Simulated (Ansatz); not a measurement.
Total energies of ClFGaHSe, SMILES `[F][Ga]([Cl])[SeH]`.

```csv
atom,x (Å),y (Å),z (Å)
F1,-0.448,-1.914,1.185
Ga2,-0.316,-0.404,0.326
Cl3,-2.061,0.800,0.277
Se4,1.692,0.125,-0.648
H5,1.133,1.393,-1.139
```

Charge 0, multiplicity 1. Correlated methods include outer-core shells of Ga, Se, which these sets cover unevenly. Scalar relativity is left out up to krypton. Geometry: relaxed with PBE0-D4/def2-TZVP. It is one conformer, not always the lowest. Basis def2-TZVPP, the Gaussian-basis code of Ansatz.

RPA on PBE orbitals: Hartree–Fock energy of these orbitals -4882.74800 Eh, correlation -1.40905 Eh (frozen core).

```tsv
functional	energy without D4 (Eh)	D4 term (kJ/mol)
LDA (SPW92)	-4878.68666	–
PBE	-4886.32044	-13.8
revPBE	-4886.79350	-31.1
r2SCAN	-4887.16595	-3.0
B97M-V	-4886.29128	–
PBE0	-4886.47254	-11.9
B3LYP	-4887.35338	-22.8
r2SCANh	-4887.14473	-3.4
r2SCAN0	-4887.11480	-3.8
HSE06 (plane-wave form)	-4886.46377	-11.4
BHLYP	-4887.18133	-22.0
LC-ωPBE	-4886.49436	–
ωB97X-V	-4886.75385	–
PBE-QIDH	-4885.72730	–
```

Give the same for BLYP, CAM-B3LYP, ωB97M-V, B2PLYP. (Estimate.)

Ansatz gave: 
| functional | energy without D4 (Eh) | D4 term (kJ/mol) |
| --- | --- | --- |
| BLYP | -4887.35046 | -28.8 |
| CAM-B3LYP | -4887.48902 | -12.6 |
| ωB97M-V | -4886.97139 | – |
| B2PLYP | -4886.33337 | – |

B3LYP takes the VWN-RPA correlation (the form of Gaussian; ORCA's B3LYP/G). HSE06 is the plane-wave form, built on full-range PBE exchange. The double hybrids freeze the cores in their second-order part.

LC-ωPBE has ω = 0.4 bohr⁻¹.
